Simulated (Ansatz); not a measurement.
Conformers of Cl4H3NSi2 (`Cl[SiH2]N[Si](Cl)(Cl)Cl`), each relaxed with PBE0-D4/def2-TZVP in Ansatz. CBS adds the triple-zeta coupled-cluster correction to the MP2 limit.

Not all of them had a frequency check.

Conformer A:

```xyz
10

Cl   -1.034    2.045   -1.723
Si   -1.405    0.742   -0.181
N    -0.281   -0.566   -0.145
Si    1.344   -0.610    0.345
Cl    2.569   -1.109   -1.197
Cl    1.838    1.228    1.045
Cl    1.640   -1.990    1.808
H    -2.739    0.149   -0.412
H    -1.330    1.518    1.070
H    -0.602   -1.406   -0.610
```

Conformer B:

Cartesian coordinates in Å:
```
Cl -1.831 -2.621 -0.374
Si -0.115 -1.496 -0.405
N -0.577 0.071 0.172
Si 0.386 1.452 0.328
Cl -0.249 2.981 -0.849
Cl 0.422 2.149 2.236
Cl 2.262 0.901 -0.235
H 0.873 -2.147 0.480
H 0.379 -1.446 -1.797
H -1.548 0.156 0.444
```

(1) Which is lowest in electronic energy at CCSD(T)/CBS (frozen core, def2 sets), and by how much? (Estimate.)

(2) Give the energies relative to A (kJ/mol) with PBE-D4/def2-TZVPP, ωB97X-V/def2-TZVPP, ωB97M-V/def2-TZVPP, PBE/def2-TZVPP, SCS-MP2/def2-QZVPP, HF/CBS(def2), CCSD/CBS(def2). (Estimate.)

Results:

(1) Ansatz gave: A; B lies 3.6 kJ/mol higher.

(2) The calculation gave: 
```
             level    B
 PBE-D4/def2-TZVPP  5.3
ωB97X-V/def2-TZVPP  3.8
ωB97M-V/def2-TZVPP  3.9
    PBE/def2-TZVPP  3.9
SCS-MP2/def2-QZVPP  3.4
      HF/CBS(def2)  1.8
    CCSD/CBS(def2)  3.1
```
